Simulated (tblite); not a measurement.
C₇H₁₃N₃.
Cartesian coordinates in Å at the GFN2-xTB level; atoms count from 1:
```
atom  x, y, z in Å
C1     3.632    0.224    0.215
N2     2.312    0.045   -0.307
N3     2.082   -0.298   -1.550
C4     0.762   -0.384   -1.636
C5     0.218   -0.074   -0.382
C6    -1.206   -0.014    0.079
C7    -2.156   -0.360   -1.069
C8    -1.389   -1.013    1.228
C9    -1.495    1.404    0.586
N10    1.239    0.191    0.431
H11    4.289    0.533   -0.595
H12    4.005   -0.709    0.644
H13    3.600    0.985    0.993
H14    0.283   -0.649   -2.555
H15   -2.037    0.342   -1.891
H16   -3.186   -0.312   -0.722
H17   -1.964   -1.365   -1.438
H18   -2.409   -0.972    1.605
H19   -0.704   -0.776    2.037
H20   -1.187   -2.027    0.888
H21   -1.370    2.129   -0.216
H22   -2.515    1.470    0.958
H23   -0.809    1.658    1.390
```

Method: GFN2-xTB as coded in tblite; computed harmonic values from a numerical Hessian at the method's own geometry, unscaled. This tight-binding method is rough: wavenumbers can miss measured ones by several per cent, in bad cases by 10 to 20. The optimisation stopped once no atom felt more than 0.01 eV/Å.

Lowest wavenumbers of the output (negative numbers stand for imaginary wavenumbers):
```
mode    cm-1
  1     -40.2
  2      21.4
  3     117.1
  4     155.8
  5     197.4
  6     220.1
  7     243.8
  8     265.8
  9     293.1
 10     319.8
```

Question: Is this structure a minimum?

Answer: Not by this Hessian. 1 mode is imaginary beyond 20i (40i cm⁻¹), so at this level the point lies at or near a first-order saddle. The curvature is small, so loose convergence or finite differences may be the whole cause.

Question: Which atoms move in the imaginary mode?

Answer: 40i: H11 (methyl hydrogen) 34 %, H13 (methyl hydrogen) 33 %, H12 (methyl hydrogen) 31 %. These are shares of the mass-weighted motion.

Question: What is the remedy?

Answer: Step along that mode in both directions, optimise again with tighter thresholds and repeat the frequencies. The zero-point energy of this point (122.9 kcal/mol) counts the 62 real modes alone, and thermal corrections from it aren't those of a minimum.
